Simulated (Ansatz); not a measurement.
**Which isomer of C2H10NSi+ gives these data?**

These gas-phase data were calculated for one isomer of C2H10NSi+ at PBE0-D3(BJ)/def2-SVP (harmonic, unscaled wavenumbers; equilibrium rotational constants with average atomic masses):

- rotational constants: 8.735, 3.449, 2.835 GHz
- all wavenumbers above 1500 cm⁻¹: 3511, 3455, 3219, 3213, 3182, 3162, 3095, 3063, 2314, 2295, 1611

Candidates:

(1) `CC[SiH2][NH3+]`, a singlet
(2) `C[SiH](C)[NH3+]`, a singlet
(3) `C[NH2+][SiH2]C`, a singlet

Problem. Which candidate do the data belong to?

Solution. Candidate (3). 2 modes lie between 3250 and 3800 cm⁻¹, one for each N–H bond, while (1) has 3, (2) has 3.

The same quantities for all candidates:

```
     rotational constants (GHz)                                             wavenumbers above 1500 cm⁻¹  E above the lowest, PBE0-D3(BJ)/def2-SVP (kcal/mol)
(1)         8.076, 3.497, 2.787  3541, 3540, 3438, 3172, 3148, 3109, 3060, 3056, 2316, 2295, 1615, 1614                                                 15.7
(2)         5.331, 5.054, 3.095  3547, 3546, 3442, 3175, 3175, 3160, 3160, 3061, 3060, 2296, 1616, 1615                                                  0.0
(3)         8.735, 3.449, 2.835        3511, 3455, 3219, 3213, 3182, 3162, 3095, 3063, 2314, 2295, 1611                                                 17.2
```

Each candidate is one conformer. Programs: Ansatz 0.2.0.
